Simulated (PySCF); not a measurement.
```xyz
3
charge 0 multiplicity 2, angstrom
Sc    0.0000    0.0000   -0.4240
F     1.5785    0.0000    0.4915
F    -1.5785    0.0000    0.4915
```

Level of theory: UPBE0 in PySCF with Sc def2-TZVP, F def2-TZVP; no relativity; density-fitted integrals.

This geometry of ScF₂ is a stationary point at this level.

Task: What is the point group?

Result: C2v.

Task: Is it a minimum?

Result: Yes: all harmonic wavenumbers are real.

Task: Which band is strongest in the infrared?

Result: 718 cm⁻¹ (b2), 220 km/mol.

Task: Give the atomic charges and bond orders.

Result: 
```
atom  Mulliken  Löwdin  polar tensor  spin (Mulliken)  Mayer order to Sc1
 Sc1      0.98    0.42          1.50             1.01                   –
F2,3     -0.49   -0.21         -0.75            -0.01                0.94
```

This need not be the most stable arrangement of these atoms. Open d and f shells are described by one determinant, and the ground state may have another occupation or spin.
